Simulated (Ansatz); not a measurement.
`B[SiH2][CH2][AlH][CH3]` + `[OH][SnH3]` → `[CH3][AlH][SnH2][OH]` + `B[SiH2]C`  (formal exchange of groups at the Al–C bond)

Computed with Ansatz on PBE0-D4/def2-TZVP structures; ΔE is electronic, products minus reactants. CBS: MP2 limit from def2 TZ/QZ plus the TZ coupled-cluster correction, frozen cores. DFT in def2-TZVPP. B3LYP here is the variant with VWN-RPA as its local correlation; programs differ in this. Elements past krypton have def2 core potentials. For Sn outer-core shells are correlated without core-valence functions, which leaves a few kJ/mol of doubt a bond. Each species was taken in one conformer, which may not be the lowest.

CCSD(T)/CBS gives -37.1 kJ/mol.

(1) Another level gave -34.1 kJ/mol. Which?
A. SCS-MP2/def2-TZVPP
B. B3LYP-D4/def2-TZVPP
C. B3LYP/def2-TZVPP
D. PBE/def2-TZVPP

Largest T1 diagnostic among the species: 0.014.

Results:

(1) A. SCS-MP2/def2-TZVPP -34.1, B3LYP -49.1, PBE -45.0, B3LYP-D4 -38.2 kJ/mol.

In def2-TZVPP, CCSD(T) changes the Hartree–Fock value by +19.4 kJ/mol (the triples alone add +3.7 kJ/mol) and MP2 by +21.1 kJ/mol. The D4 term adds +10.8 kJ/mol with B3LYP and +5.8 kJ/mol with PBE0; it sums over pairs of atoms, weighted by their polarisabilities, and B3LYP, whose exchange is more repulsive, gets the larger term.
